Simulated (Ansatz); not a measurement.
# C3H2F4: which of these isomers lies lowest?

2 of its isomers, all singlets with charge 0: A = `FC(F)=CC(F)F`; B = `FC1C(F)C1(F)F`.

Shapes, held fixed at every level: PBE0-D4/def2-TZVP. Flexible molecules stand in one conformer, not always the lowest. Programs: Ansatz 0.2.0.

A:

```xyz
9

F     1.0374   -1.5150    0.9485
C     0.1535   -1.3537   -0.0054
F    -0.1784   -2.5126   -0.5102
C    -0.3357   -0.1964   -0.4053
C     0.0747    1.0901    0.2008
F    -1.0095    1.7342    0.7106
F     0.5973    1.9099   -0.7506
H    -1.0634   -0.1845   -1.2047
H     0.8126    0.9815    0.9993
```

B:

```xyz
9

F    -0.9032   -0.4722    1.7003
C     0.0466   -0.4636    0.7433
C    -0.3713   -0.3664   -0.7027
F     0.2512   -1.1369   -1.6175
C     0.3354    0.7699   -0.0439
F    -0.3541    1.8871    0.1805
F     1.6058    1.0354   -0.3432
H     0.9078   -1.0906    0.9585
H    -1.4297   -0.2089   -0.8925
```

Electronic energies in kJ/mol, without zero-point or thermal terms.

```json
{"level": "HF/def2-TZVPP", "kind": "Hartree–Fock", "B − A": "+125.7"}
{"level": "SPW92/def2-TZVPP", "kind": "LDA", "B − A": "+104.0"}
{"level": "wB97X-V/def2-TZVPP", "kind": "range-separated hybrid", "B − A": "+103.6"}
{"level": "MP2/def2-SVP", "kind": "perturbation theory", "B − A": "+113.5"}
{"level": "MP2/def2-TZVPP", "kind": "perturbation theory", "B − A": "+119.1"}
{"level": "CCSD(T)/def2-TZVPP", "kind": "coupled cluster or CI", "B − A": "+119.3"}
{"level": "CCSD/def2-TZVPP", "kind": "coupled cluster or CI", "B − A": "+117.3"}
{"level": "CCSD(T)/CBS estimate", "kind": "coupled cluster or CI", "B − A": "+118.8"}
```

The highest level, CCSD(T)/CBS estimate, puts A lowest of these. All levels agree on that. The B − A difference spans +103.6 to +125.7 kJ/mol over the levels. The CBS estimate extrapolates MP2 from def2-TZVPP and def2-QZVPP and adds CCSD(T) − MP2 in the triple-zeta set, cores frozen.
